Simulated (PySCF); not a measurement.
Magnesium: a sound run and one with changed settings

Sound run: Mg⁺ [Ne] 3s1, Mg²⁺ [Ne]. Calculation: PySCF 2.14, in cc-pVDZ; no relativity, point nucleus. The sound run starts from symmetry-adapted Hartree-Fock orbitals and uses a fine grid where one is needed.

Changed run: initial guess 1e, at most 2 SCF cycles. This setting is unsound on purpose.

```tsv
species	method	sound run (hartree)	changed run (hartree)	converged
Mg⁺	UHF	-199.36487	-199.36422	no
Mg⁺	PBE	-199.66111	-199.66090	no
Mg⁺	PBE0	-199.68259	-199.68257	no
Mg²⁺	UHF	-198.82420	-198.82419	no
Mg²⁺	PBE	-199.09981	-199.09970	no
Mg²⁺	PBE0	-199.12450	-199.12450	no
```

The SCF was stopped early; the energies are upper bounds that still move, and correlated levels were skipped or rest on poor orbitals.
